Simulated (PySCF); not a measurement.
C2H5FO2Si, SMILES C(C[Si@@H](F)O)=O.

The structure is a stationary point at B3LYP-D3(BJ)/def2-SVP. The structure was generated by enumeration; whether it is a known compound was not checked. The values are those of a single conformer.

These are PBE/def2-TZVP run with PySCF values and carry that method's errors.

The molecule is in vacuum.

- total energy: -618.76921 hartree
- highest occupied level: -6.51 eV
- lowest empty level: -2.60 eV
- orbital gap: 3.91 eV
- dipole moment: 3.22 D
- quadrupole, principal values (traceless, Buckingham form, about the centre of nuclear charge): -4.96, 0.88, 4.08 D·Å
- mean static polarisability: 54.7 bohr³ (8.10 Å³)
- polarisability, principal values: 44.2, 56.6, 63.3 bohr³
